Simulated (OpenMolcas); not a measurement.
# Yb3+: ligand-field states by method

Yb3+ with 7 ligands (chloride) in pentagonal bipyramidal coordination (D5h) at 2.69 Å, the axial distance 2.529 Å. A charge of +0.571 e stands 2.6 Å behind each ligand. Ligand basis ANO-RCC-VDZP.

* Program: OpenMolcas 26.06
* Basis: ANO-RCC-VDZP [7s6p4d2f1g]
* Scalar Hamiltonian: DKH2, point nucleus
* Active space: 13 electrons in 7 orbitals (4f)
* State averaging: 2S+1 = 2 odd, 7 roots
* Spin-orbit coupling: state interaction with AMFI integrals over the reference wave functions

I. CASSCF
II. SS-CASPT2, IPEA 0.25 Eh, imaginary shift 0.1 Eh (closed shells correlated: 5s 5p and the ligand valence shells)

Spin-free states in cm-1, each column counted from its own energy of the first state listed:

```
   State  Degeneracy    I   II
2S+1 = 2           2    0    0
2S+1 = 2           1   49    0
2S+1 = 2           2  167  190
2S+1 = 2           2  206  420
```

With spin-orbit coupling the lowest J multiplet is 180 (I), 357 (II) cm-1 wide, a factor of 1.98 from I to II.

χT at 300 K: I 2.54, II 2.47 cm3 K/mol.

Over all roots computed the reference weight is 0.62 in II; a low but even weight reflects the number of correlated electrons. Without dynamic correlation the ligand-field splitting of an f shell can come out too small, at times by half (holds for I). Splittings of an f shell from a small cluster at a set distance can be off by tens of per cent, mostly too small (holds for II). No measured value stands beside these numbers; the geometry was imposed, not optimised, and the real ion may take another.
